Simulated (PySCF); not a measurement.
Numbering as in the mapped SMILES `[CH3:1][C@@H:2]1[NH:3][Si@H:4]([SiH3:5])[C:6]1([F:7])[F:8]`. Hydrogens are named by the atom that carries them.

One averaged value for each set of equivalent atoms, relativity neglected, one computed conformer, no solvent model. GFN2-xTB structure; PBE0/pcSseg-1 with gauge-including orbitals; PySCF 2.14.0 with density-fitted response routines.

List the cross peaks expected in HSQC, COSY and HMBC spectra.

## Answers



HSQC (one-bond C–H):
| δH | δC |
| --- | --- |
| 4.49 (H(C2)) | 74.2 (C2) |
| 1.35 (H(C1)) | 22.8 (C1) |

COSY cross peaks (H two or three bonds apart, from the bond graph; peaks can be absent where the dihedral angle is near 90°):
| δH | δH |
| --- | --- |
| 6.20 (H(Si4)) | 3.51 (H(Si5)) |
| 4.49 (H(C2)) | 1.35 (H(C1)) |

HMBC (two and three bonds, from the bond graph):
| δH | δC |
| --- | --- |
| 6.20 (H(Si4)) | 137.3 (C6), 74.2 (C2) |
| 4.49 (H(C2)) | 137.3 (C6), 22.8 (C1) |
| 3.51 (H(Si5)) | 137.3 (C6) |
| 1.35 (H(C1)) | 137.3 (C6), 74.2 (C2) |

δ = σ(ref) − σ, references computed at the same level: 1H (31.72 ppm) and 13C (186.93 ppm) against TMS.

OH/NH shifts are gas-phase values; hydrogen bonding in solution moves them, usually downfield. Shifts are as computed. Against solution values, carbons near 30 ppm lie about +3 ppm off and those near 130 ppm about +5 ppm. Of 1309 compounds with measured shifts, 239 miss one by over three times the rms of a fit or turn the order of signals round; such compounds aren't used in these exercises.
